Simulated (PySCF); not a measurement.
A search over the determinants of AsI

Unrestricted PBE0; As def2-SVP, I def2-SVP with ECP28; scalar-relativistic core potentials (PySCF 2.14). Outer shells of the fragments: As 3d10 4s2 4p3; I 4d10 5s2 5p5.

Followed along the bond (rough minima from three points):

| 2Ms+1 | unpaired | ⟨S²⟩ at the start | R at minimum (Å) | Te (eV) |
| --- | --- | --- | --- | --- |
| 3 | π ↑↑ | 2.01 | 2.51 | 0.00 |
| 1 | π ↑↓ | 1.01 | 2.50 | 0.32 |
| 1 | none | 0.00 | 2.48 | 1.27 |
| 5 | σ ↑, π ↑↑↑ | 6.00 | none in the scan | ≤ 3.64 |

Solutions found at the starting distance of 2.485 Å, counted from the lowest of them; the search is not exhaustive and high or unbound solutions are not listed, so other states can lie among these:

| 2Ms+1 | unpaired | term | E (eV) | ⟨S²⟩ | ⟨Lz²⟩ | μ (D) |
| --- | --- | --- | --- | --- | --- | --- |
| 3 | π ↑↑ | ³Σ⁻ | 0.00 | 2.01 | 0.00 | -0.59 |
| 1 | π ↑↓ | mixed | 0.32 | 1.01 | 2.01 | -0.44 |
| 1 | none | mixed | 1.27 | 0.00 | 2.00 | -0.02 |
| 3 | σ ↑, π ↑ | ³Π | 3.00 | 2.03 | 1.01 | -1.06 |
| 1 | σ ↓, π ↑ | mixed | 3.26 | 1.01 | 1.01 | -1.02 |
| 3 | π ↑↑ | mixed | 4.00 | 2.01 | 2.01 | 3.98 |
| 3 | σ ↑, π ↑ | ³Π | 4.30 | 2.01 | 1.00 | 1.67 |
| 1 | σ ↓, π ↑ | mixed | 4.57 | 1.01 | 1.00 | 1.84 |
| 5 | σ ↑, π ↑↑↑ | ⁵Π | 4.66 | 6.00 | 1.01 | 2.30 |
| 5 | σ ↑↑, π ↑↑ | ⁵Σ⁻ | 4.81 | 6.00 | 0.00 | -0.02 |

A term symbol is given only where ⟨S²⟩ and ⟨Lz²⟩ are close to those of a pure state; real π, δ and φ orbitals otherwise mix terms. A positive dipole means As(−)I(+).

Spin–orbit coupling is left out. Counting both spins, an empty level lies below a filled one in some of these solutions, because spin and occupation are held.
